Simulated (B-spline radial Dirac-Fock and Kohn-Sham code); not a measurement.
## EELS cross sections of the Ta N3 (4p3/2) edge

System: the Ta atom in the configuration [Xe] 4f14 5d3 6s2. Level of theory: the first Born approximation with generalised oscillator strengths from a Dirac-Hartree-Slater potential (longitudinal and transverse terms; continuum final states only, so no white lines or fine structure); a radial B-spline solver. The edge is taken at 400.9 eV (tabulated value).

Partial cross sections σ(β, Δ) in barn, integrated over a window Δ above the edge and up to the collection semi-angle β, for parallel illumination:

| E₀ (kV) | β (mrad) | Δ = 25 eV | Δ = 50 eV | Δ = 100 eV | Δ = 200 eV | Δ = 300 eV |
| --- | --- | --- | --- | --- | --- | --- |
| 60 | 5 | 185 | 344 | 596 | 926 | 1120 |
| 60 | 20 | 587 | 1110 | 1990 | 3290 | 4180 |
| 60 | 100 | ? | ? | ? | ? | ? |
| 80 | 5 | 200 | 375 | 656 | 1030 | 1260 |
| 100 | 10 | 350 | 663 | 1180 | 1940 | 2440 |
| 100 | 100 | 781 | 1510 | 2760 | 4790 | 6460 |
| 120 | 10 | 340 | 644 | 1150 | 1900 | 2400 |
| 120 | 20 | 469 | 889 | 1600 | 2690 | 3470 |
| 120 | 100 | 700 | 1360 | 2480 | 4300 | 5810 |
| 200 | 10 | 311 | 591 | 1070 | 1780 | 2270 |
| 200 | 20 | 405 | 768 | 1390 | 2350 | 3060 |
| 200 | 100 | 532 | 1030 | 1890 | 3280 | 4420 |
| 300 | 5 | 221 | 421 | 757 | 1250 | 1590 |
| 300 | 50 | 443 | 857 | 1560 | 2710 | 3650 |

Problem. Give the row for 60 kV and 100 mrad.

Solution. 1080 b for 25 eV, 2080 b for 50 eV, 3770 b for 100 eV, 6510 b for 200 eV, 8750 b for 300 eV.

Values without a named source are computed, but for edge energies of neutral atoms, which are taken from tables.
